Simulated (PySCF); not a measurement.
Species: C4H11AlO2S.
Atom-mapped SMILES: `[CH3:1][C:2](=[O:3])[O:4][CH2:5][S@@+:6]([CH3:7])[AlH3-:8]` (hydrogens: H9, H10, H11 on C1; H12, H13 on C5; H14, H15, H16 on C7; H17, H18, H19 on Al8)

Level: CAM-B3LYP/def2-SVPD in PySCF, non-relativistic, on one gas-phase PBE0-D3(BJ)/def2-SVP geometry that isn't relaxed in the solvent. The solvent is an IEF-PCM continuum (van der Waals radii × 1.2), and excitations are vertical TDDFT with non-equilibrium linear response and a frozen core. Only the electrostatic response of the medium enters.

Gas-phase singlets (H = HOMO, L = LUMO):

| state | E (eV) | λ (nm) | f | leading configurations |
| --- | --- | --- | --- | --- |
| S1 | 6.002 | 207 | 0.001 | H-3→L+2 52%, H-3→L 18% |
| S2 | 6.536 | 190 | 0.004 | H-2→L 50%, H-2→L+1 12% |
| S3 | 6.695 | 185 | 0.001 | H→L+3 38%, H→L+1 26%, H→L 10% |
| S4 | 6.839 | 181 | 0.001 | H-1→L+1 40%, H-1→L+3 28%, H-1→L+5 9% |
| S5 | 7.018 | 177 | 0.001 | H→L 64%, H→L+1 20% |

Q: What are the lowest 5 singlets in acetone (ε = 20.49)?

A: 
| state | E (eV) | λ (nm) | f | leading configurations | change by rank (eV) |
| --- | --- | --- | --- | --- | --- |
| S1 | 6.108 | 203 | 0.001 | H-3→L 49%, H-3→L+3 21% | +0.106 |
| S2 | 6.637 | 187 | 0.006 | H→L+2 25%, H→L 19%, H-2→L+2 11% | +0.101 |
| S3 | 6.964 | 178 | 0.002 | H→L+1 41%, H-1→L+1 33% | +0.269 |
| S4 | 7.085 | 175 | 0.004 | H-2→L+1 33%, H-1→L+1 31%, H→L+1 11% | +0.246 |
| S5 | 7.479 | 166 | 0.150 | H-2→L+1 24%, H→L+1 23%, H-1→L+1 12% | +0.461 |

Q: How do the frontier levels move from gas to acetone?

A: 
| orbital | gas (eV) | solvent (eV) | change (eV) | Löwdin shares, gas | Löwdin shares, solvent |
| --- | --- | --- | --- | --- | --- |
| LUMO+2 | 0.93 | 1.12 | +0.19 | C2 24 %, O3 20 %, S6 15 %, O4 8 % | S6 43 %, Al8 19 %, C7 7 %, C5 5 % |
| LUMO+1 | 0.77 | 0.93 | +0.16 | S6 43 %, Al8 11 %, H13 8 %, C5 8 % | Al8 41 %, S6 19 %, H17 8 %, H19 8 % |
| LUMO | 0.60 | 0.83 | +0.23 | S6 37 %, C7 11 %, Al8 8 %, C2 8 % | C2 21 %, Al8 16 %, O3 16 %, S6 15 % |
| HOMO | -9.06 | -9.35 | -0.29 | Al8 37 %, H19 28 %, H17 27 %, S6 4 % | S6 33 %, Al8 22 %, H19 18 %, H17 10 % |
| HOMO-1 | -9.15 | -9.42 | -0.27 | H18 37 %, Al8 36 %, H17 10 %, H19 9 % | Al8 32 %, H18 24 %, H19 20 %, S6 11 % |
| HOMO-2 | -9.66 | -9.57 | +0.09 | S6 50 %, Al8 11 %, C7 7 %, O3 6 % | Al8 29 %, H17 28 %, S6 18 %, H18 11 % |
| HOMO-3 | -10.14 | -10.16 | -0.02 | O3 59 %, O4 9 %, C1 7 %, C2 7 % | O3 59 %, O4 10 %, C1 8 %, C2 7 % |

The HOMO–LUMO gap goes from 9.66 to 10.18 eV. Rows go by rank; for HOMO-2, HOMO-1, HOMO, LUMO, LUMO+1 and LUMO+2 the atom shares or the degeneracy differ between the runs, so the row needn't follow one orbital.

Conformer computed: `[CH3:1][C:2](=[O:3])[O:4][CH2:5][S@@+:6]([CH3:7])[AlH3-:8]`: C1–C2–O4–C5 170°, C2–O4–C5–S6 -126°, O4–C5–S6–C7 -63°.
